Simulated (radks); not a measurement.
Q: Li I, 3 electrons, occupied as [He] 2s1. Method: Dirac Kohn-Sham, AM05, spin-unpolarised, spherical densities, finite nucleus; Fermi nuclear charge, rms radius 2.444 fm; computed with a radial shooting solver on a logarithmic mesh with Libxc functionals. Some entries of the table are withheld. Estimate them.

orbital  occ.  eigenvalue (hartree)  r(max) (bohr)  <1/r> (bohr^-1)
1s1/2       2              -1.88036            (1)            2.654
2s1/2       1              -0.10352          3.179           0.3466
2p1/2       0              -0.03884            (2)           0.2541
2p3/2       0              -0.03884            (3)           0.2541

A: 
(1) 1s1/2 r(max) (bohr): 0.3646
(2) 2p1/2 r(max) (bohr): 3.882
(3) 2p3/2 r(max) (bohr): 3.882
